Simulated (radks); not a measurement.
Values are calculated unless marked as measured or tabulated.
Ionisation of the zinc ion Zn+, [Ar] 3d10 4s1, to Zn2+, [Ar] 3d10, under several functionals. Dirac Kohn-Sham, spin-unpolarised, spherical densities, point nucleus; a radial shooting solver on a logarithmic mesh with Libxc functionals.

\begin{tabular}{lrrrrrr}
functional & E(Zn+) (hartree) & Exc (hartree) & IE (eV) & -e(HOMO) (eV) & <r> HOMO (bohr) & IE error (eV) \\ \hline
B86b exchange with PBE correlation & -1796.08095 & -71.73136 & 18.473 & 14.040 & 2.396 & +0.508 \\
AM05 & -1793.18220 & -68.78208 & 18.306 & 13.940 & 2.393 & +0.341 \\
PBEsol & -1794.30230 & -69.91833 & 18.349 & 13.984 & 2.390 & +0.385 \\
OLYP & -1796.50374 & -72.23627 & 18.077 & 13.542 & 2.443 & +0.112 \\
PW91 & -1796.14759 & -71.80175 & 18.512 & 14.070 & 2.398 & +0.548 \\
BP86 & -1796.25496 & -71.90569 & 18.524 & 14.193 & 2.384 & +0.560 \\
\end{tabular}

NIST Atomic Spectra Database: 17.964 eV (measured). Closest: OLYP. The Delta-SCF values span 0.45 eV, the total energies 3.32 hartree. The highest occupied level is 4s1/2. Spin polarisation and multiplet splitting are left out, so open shells lie too high by an amount that depends on their filling.

Beside tabulated values, note that spin-unpolarised runs miss the spin-polarisation part of the exchange energy of open shells.
